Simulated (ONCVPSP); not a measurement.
## Transferability test, ONCV potential for scandium (Sc)

Sc (Z = 21), optimised norm-conserving Vanderbilt (ONCV), made with ONCVPSP 4.0.1 (PBEsol, scalar-relativistic). Core [Ne], reference 3s2 3p6 3d1 4s1 4p1. Waves: 3s+4s: rc 2.00 bohr, ncon 3, nbas 6, qcut 7.1 1/bohr, 2 projectors; 3p+4p: rc 1.95 bohr, ncon 4, nbas 8, qcut 6.4 1/bohr, 2 projectors; 3d: rc 1.90 bohr, ncon 4, nbas 8, qcut 8.2 1/bohr, 2 projectors, debl 1.8 Ha. Local part: polynomial inside 1.80 bohr (lpopt 5, dvloc0 0 Ha). Core correction: Teter function fitted to the true core (icmod 2), fcfact 0.3.

Energies are relative to the spin-unpolarised reference configuration 3s2 3p6 3d1 4s1 4p1; without spin polarisation the order of configurations can differ from experiment.

```
valence configuration  charge  ΔE all-electron (eV)  error AE − PS (meV)
  3s2 3p6 3d1 4s1 4p0      +1                 4.112                 -0.2
  3s2 3p6 3d1 4s0 4p0      +2                16.763                 -1.9
3s2 3p6 3d1 4s1.5 4p0    +0.5                -0.033                 -0.1
```

**Question.** What are ΔE and the potential's error for 3s2 3p6 3d1 4s2 4p0?

**Answer.** ΔE = -2.791 eV all-electron; the error (AE − PS) is -0.1 meV.

Levels in the configuration 3s2 3p6 3d1 4s1.5 4p0:

```
level  all-electron (eV)  pseudo (eV)
   3s            -58.198      -58.188
   3p            -36.871      -36.867
   3d             -6.452       -6.451
   4s             -6.878       -6.878
```
